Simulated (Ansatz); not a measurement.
Cost and result for the atomization energy of C2H7GaO, SMILES `OC[CH2][GaH2]` (11 atoms, 10 bonds).

Cartesian coordinates in Å:
```
O -0.7937 1.0173 0.3215
C 0.4760 0.5086 0.8360
C 0.9853 -0.3987 -0.2589
Ga -0.8265 -0.6907 -1.0848
H -1.3974 1.2502 1.0325
H 0.2827 -0.0474 1.7574
H 1.1124 1.3678 1.0671
H 1.4714 -1.2907 0.1351
H 1.6747 0.1120 -0.9316
H -1.1876 -0.1161 -2.5020
H -1.7973 -1.7122 -0.3722
```

Total charge 0; spin multiplicity 1. Correlated methods include outer-core shells of Ga, which these sets cover unevenly. Scalar relativity is left out up to krypton. All single points use the PBE0-D4/def2-TZVP geometry. It is one conformer, not always the lowest. Program: Ansatz. All runs use 4 threads of a server CPU on a shared host. Times are those of one run each, without the atoms' runs, and a repeat can differ threefold. Electronic energies, without spin–orbit coupling; frozen cores. CCSD(T)/CBS adds CCSD(T) − MP2 in def2-TZVPP to the MP2 limit, and its time is that of the two runs behind it. T1 = 0.012. With those shells the extrapolation isn't a true limit. B3LYP takes the VWN-RPA correlation (the form of Gaussian; ORCA's B3LYP/G).

CCSD(T)/CBS is a level of theory with its own doubt, some kJ/mol a heavy atom from the limit and from the frozen cores, so smaller differences don't rank the functionals.

| level | functions | wall time |
| --- | --- | --- |
| LDA (SPW92)/def2-TZVPP | 239 | 7.5 s |
| BHLYP-D4/def2-TZVPP | 239 | 11 s |
| PBE-D4/def2-TZVPP (with forces) | 239 | 13 s |
| CAM-B3LYP-D4/def2-TZVPP | 239 | 14 s |
| r2SCANh-D4/def2-TZVPP | 239 | 15 s |
| r2SCAN-D4/def2-TZVPP (with forces) | 239 | 18 s |
| CCSD(T)/def2-SVP | 109 | 20 s |
| B3LYP-D4/def2-TZVPP (with forces) | 239 | 21 s |
| B2PLYP/def2-TZVPP | 239 | 21 s |
| B97M-V/def2-TZVPP | 239 | 25 s |
| MP2/def2-QZVPP | 470 | 90 s |
| CCSD(T)/def2-TZVPP | 239 | 3.9 min |
| CCSD(T)/CBS(def2) | – | 5.4 min |

**Question.** What atomization energy does each give, and how far from CCSD(T)/CBS? (Best estimate.)

**Answer.** Ansatz gave: 
| level | atomization (kJ/mol) | difference from CCSD(T)/CBS | per bond |
| --- | --- | --- | --- |
| LDA (SPW92)/def2-TZVPP | 4299.0 | 529.9 | 53.0 |
| BHLYP-D4/def2-TZVPP | 3645.1 | -124.0 | -12.4 |
| PBE-D4/def2-TZVPP (with forces) | 3801.3 | 32.2 | 3.2 |
| CAM-B3LYP-D4/def2-TZVPP | 3768.0 | -1.1 | -0.1 |
| r2SCANh-D4/def2-TZVPP | 3746.3 | -22.8 | -2.3 |
| r2SCAN-D4/def2-TZVPP (with forces) | 3766.3 | -2.8 | -0.3 |
| CCSD(T)/def2-SVP | 3587.9 | -181.2 | -18.1 |
| B3LYP-D4/def2-TZVPP (with forces) | 3737.2 | -31.9 | -3.2 |
| B2PLYP/def2-TZVPP | 3709.4 | -59.7 | -6.0 |
| B97M-V/def2-TZVPP | 3765.9 | -3.2 | -0.3 |
| MP2/def2-QZVPP | 3774.2 | 5.1 | 0.5 |
| CCSD(T)/def2-TZVPP | 3692.2 | -76.9 | -7.7 |
| CCSD(T)/CBS(def2) | 3769.1 | 0.0 | 0.0 |

In def2-TZVPP, CCSD(T) changes the Hartree–Fock value by +961.6 kJ/mol (the triples alone add +49.4 kJ/mol) and MP2 by +998.7 kJ/mol; breaking electron pairs costs correlation energy, which Hartree–Fock lacks. From PBE to PBE0 (25 % exact exchange), in def2-TZVPP and without D4, the atomization energy moves by −47.5 kJ/mol: exact exchange takes away binding that semilocal exchange gives to molecules. The D4 term adds +33.2 kJ/mol with B3LYP and +17.2 kJ/mol with PBE0; it sums over pairs of atoms, weighted by their polarisabilities, and B3LYP, whose exchange is more repulsive, gets the larger term.
